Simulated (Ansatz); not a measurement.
Calculated with Ansatz (gas phase, PBE0-D4/def2-TZVP geometries, no zero-point term in ΔE). CBS: MP2 limit from def2 TZ/QZ plus the TZ coupled-cluster correction, frozen cores. This one scheme is used for every species. Functionals use def2-TZVPP. B3LYP here is the variant with VWN-RPA as its local correlation; programs differ in this. One conformer a species, not always the lowest.

Consider the ligand exchange at a B–O bond: `OBCCl` + CH₃OH → `COBCCl` + H₂O.

`OBCCl`:

```xyz
8

O    -0.155    0.375    1.660
B    -0.640   -0.181    0.542
C     0.148   -0.149   -0.823
Cl    1.721    0.697   -0.690
H     0.712    0.778    1.503
H    -1.710   -0.717    0.593
H    -0.428    0.356   -1.601
H     0.352   -1.160   -1.184
```

CH₃OH:

Z-matrix (Å, degrees):
```
C
O 1 1.409
H 1 1.097 2 112.4
H 1 1.090 2 107.0 3 -118.5
H 1 1.097 2 112.4 3 123.0
H 2 0.959 1 108.5 3 -61.6
```

`COBCCl`:

Z-matrix (Å, degrees):
```
C
O 1 1.414
H 1 1.091 2 108.8
H 1 1.093 2 111.3 3 -120.9
H 1 1.092 2 108.8 3 118.4
B 2 1.341 1 122.2 3 123.7
C 6 1.574 2 118.1 1 176.9
H 6 1.202 2 120.6 1 -1.8
Cl 7 1.797 6 104.5 2 -111.7
H 7 1.090 6 114.0 2 132.2
H 7 1.089 6 114.1 2 5.1
```

H₂O:

```xyz
3

O     0.062    0.182   -0.338
H    -0.710   -0.327   -0.082
H     0.649    0.144    0.420
```

```json
{"level": "r2SCAN-D4", "ΔE (kJ/mol)": "8.7", "difference from CCSD(T)/CBS": "6.4"}
{"level": "B3LYP-D4", "ΔE (kJ/mol)": "5.3", "difference from CCSD(T)/CBS": "3.0"}
{"level": "ωB97M-V", "ΔE (kJ/mol)": "7.6", "difference from CCSD(T)/CBS": "5.3"}
{"level": "B2PLYP", "ΔE (kJ/mol)": "5.8", "difference from CCSD(T)/CBS": "3.5"}
{"level": "PBE", "ΔE (kJ/mol)": "10.3", "difference from CCSD(T)/CBS": "8.0"}
{"level": "r2SCAN", "ΔE (kJ/mol)": "9.6", "difference from CCSD(T)/CBS": "7.3"}
{"level": "PBE0", "ΔE (kJ/mol)": "9.9", "difference from CCSD(T)/CBS": "7.6"}
{"level": "B3LYP", "ΔE (kJ/mol)": "8.0", "difference from CCSD(T)/CBS": "5.7"}
{"level": "HF/def2-TZVPP", "ΔE (kJ/mol)": "5.6", "difference from CCSD(T)/CBS": "3.3"}
{"level": "SCS-MP2/def2-TZVPP", "ΔE (kJ/mol)": "2.6", "difference from CCSD(T)/CBS": "0.3"}
{"level": "CCSD/def2-TZVPP", "ΔE (kJ/mol)": "3.4", "difference from CCSD(T)/CBS": "1.1"}
{"level": "CCSD(T)/def2-TZVPP", "ΔE (kJ/mol)": "3.0", "difference from CCSD(T)/CBS": "0.7"}
{"level": "MP2/def2-QZVPP", "ΔE (kJ/mol)": "2.0", "difference from CCSD(T)/CBS": "-0.3"}
{"level": "SCS-MP2/def2-QZVPP", "ΔE (kJ/mol)": "2.0", "difference from CCSD(T)/CBS": "-0.3"}
{"level": "HF/CBS(def2)", "ΔE (kJ/mol)": "5.0", "difference from CCSD(T)/CBS": "2.7"}
{"level": "CCSD/CBS(def2)", "ΔE (kJ/mol)": "2.7", "difference from CCSD(T)/CBS": "0.4"}
{"level": "CCSD(T)/CBS", "ΔE (kJ/mol)": "2.3", "difference from CCSD(T)/CBS": "0"}
```

Largest T1 diagnostic among the species: 0.012.
